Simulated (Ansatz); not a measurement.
H3ClGeSi, SMILES `[SiH3][Ge][Cl]` (lower singlet) (charge 0, multiplicity 1). This singlet lies 1.09 eV below the relaxed triplet at the level frozen-core CCSD(T)/cc-pVTZ // B3LYP-D3(BJ)/def2-TZVP (Ansatz, a first-principles code).

All values below come from Ansatz with LC-ωPBE/cc-pVTZ // B3LYP-D3(BJ)/def2-TZVP.

Ansatz 0.2 input:
```yaml
crystal:
  periodic: [false, false, false]
  atoms:
    - { symbol: Si, position_ang: [-0.700366, -0.004729, -0.05334] }
    - { symbol: Ge, position_ang: [1.564486, 0.009292, -1.116317] }
    - { symbol: Cl, position_ang: [2.70467, -0.063514, 0.780028] }
    - { symbol: H, position_ang: [-0.693805, -0.097252, 1.425501] }
    - { symbol: H, position_ang: [-1.414459, 1.237532, -0.460867] }
    - { symbol: H, position_ang: [-1.474204, -1.149362, -0.609286] }
basis:
  gaussian: { orbitals: cc-pVTZ }
hamiltonian:
  xc: lc_wpbe
```

Output:

```
Functional definition: LC-wPBE
1085 factors; their error is unknown
310 factors; integrals over basis functions are off by at most 4.1e-5 eV
mean field evaluation 1: about -76954.6729 eV, gradient 2.1e1 eV
mean field evaluation 2: about -76955.3830 eV, gradient 1.8e1 eV
mean field evaluation 4: about -76955.9699 eV, gradient 6.4e-1 eV
mean field evaluation 8: about -76955.9424 eV, gradient 1.5e-1 eV
mean field evaluation 16: about -76955.9424 eV, gradient 7.6e-5 eV
mean field -76955.94242967 eV, -2828.0787216792 hartree, gradient 7.6e-5 eV, S^2 0.000000; 0 other end points of the search recorded, 0 dependent functions left out
reference -76955.94242968 eV, -2828.0787216794 hartree; 33, 33 occupied and 120, 120 virtual orbitals, 1085 factors
Total energy: -76955.94242968 eV, -2828.0787216794 hartree
```
